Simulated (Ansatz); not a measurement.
```xyz
11

C    -0.310   -0.339    1.599
S    -1.846   -0.917    0.822
Sn   -2.430    0.576   -1.008
S    -0.251    1.414   -1.691
C     1.016    0.172   -1.306
H    -0.046    0.661    1.259
H     0.507   -1.026    1.383
H    -0.482   -0.318    2.675
H     1.626    0.047   -2.200
H     1.649    0.516   -0.489
H     0.566   -0.784   -1.043
```

Total charge 0; spin multiplicity 1. Sn: def2 effective core potential.

Task: List the PBE/def2-TZVPP orbital energies in eV (Ansatz 0.2.0). (Best estimate.)

Result: Ansatz gave: Occupied: -2395.52, -2395.52, -269.68, -269.68, -208.44, -208.44, -154.59, -154.59, -154.45, -154.45, -154.40, -154.40, -133.19, -89.23, -89.09, -89.00, -25.62, -25.56, -25.49, -25.46, -25.37, -19.27, -18.91, -15.68, -15.24, -11.60, -10.69, -10.67, -10.25, -10.10, -9.28, -8.31, -6.52, -6.02, -6.01, -5.53. Lowest empty: -3.03, -1.15, -1.09, 0.12, 0.97, 1.19, 1.28, 1.63.
